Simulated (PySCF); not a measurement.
(SiH3)3P, H9PSi3.
Atom-mapped SMILES: `[SiH3:1][P:2]([SiH3:3])[SiH3:4]` (hydrogens: H5, H6, H7 on Si1; H8, H9, H10 on Si3; H11, H12, H13 on Si4)

The same species was optimised twice, with GFN2-xTB and with PBE0-D3(BJ)/def2-SVP (PySCF), and the same property calculations (PySCF, gas phase) were run on both structures.

```csv
coordinate,GFN2-xTB,PBE0-D3(BJ)/def2-SVP,change
P2–Si4 (Å),2.222,2.259,+0.037
Si1–P2 (Å),2.223,2.259,+0.036
P2–Si3 (Å),2.223,2.258,+0.035
Si1–H7 (Å),1.461,1.493,+0.032
Si4–H12 (Å),1.461,1.493,+0.032
Si1–H5 (Å),1.461,1.493,+0.032
Si3–H8 (Å),1.461,1.493,+0.032
Si3–H9 (Å),1.461,1.493,+0.032
Si4–H11 (Å),1.461,1.493,+0.032
Si4–H13 (Å),1.466,1.497,+0.031
Si1–H6 (Å),1.466,1.497,+0.031
Si3–H10 (Å),1.466,1.497,+0.031
Si3–P2–Si4 (°),102.2,97.5,-4.7
Si1–P2–Si4 (°),102.2,97.6,-4.6
Si1–P2–Si3 (°),102.2,97.6,-4.6
H5–Si1–H7 (°),111.4,109.6,-1.8
H8–Si3–H9 (°),111.4,109.6,-1.8
H11–Si4–H12 (°),111.4,109.6,-1.8
P2–Si1–H5 (°),106.7,108.1,+1.4
P2–Si3–H9 (°),106.8,108.0,+1.2
```

Rotational constants: A = 2200, B = 2199, C = 1268 MHz (GFN2-xTB) against A = 2187, B = 2184, C = 1307 MHz (PBE0-D3(BJ)/def2-SVP). Point groups within 0.08 Å: C3v and C3v. Atoms that the bonding makes alike are paired by their places after alignment.

On the GFN2-xTB structure: HOMO (eV) -7.08 [PBE0/pcSseg-1]; LUMO (eV) -0.18 [PBE0/pcSseg-1]; dipole (D) 0.99 [PBE0/pcSseg-1]; GIAO shielding of Si1/Si3/Si4 (mean) (ppm) 427.2 [PBE0/pcSseg-1]; GIAO shielding of P2 (ppm) 692.7 [PBE0/pcSseg-1].

Question: What do these properties become on the PBE0-D3(BJ)/def2-SVP structure?

Answer: 
```
                                    property          level  on GFN2-xTB  on PBE0-D3(BJ)/def2-SVP  change
                                   HOMO (eV)  PBE0/pcSseg-1        -7.08                    -7.42   -0.34
                                   LUMO (eV)  PBE0/pcSseg-1        -0.18                    -0.28   -0.10
                                  dipole (D)  PBE0/pcSseg-1         0.99                     0.91   -0.08
energy, GFN2-xTB geometry as zero (kcal/mol)  PBE0/pcSseg-1          0.0                     -2.1    -2.1
  GIAO shielding of Si1/Si3/Si4 (mean) (ppm)  PBE0/pcSseg-1        427.2                    417.5    -9.7
                  GIAO shielding of P2 (ppm)  PBE0/pcSseg-1        692.7                    683.6    -9.1
```

The heavy atoms differ by 0.070 Å rms after alignment (one structure mirrored). Among all bonds Si1–P2 and P2–Si4 change most and about equally (+0.036 to +0.037 Å). Changes are differences of the printed values. Neither structure is proved a minimum here.
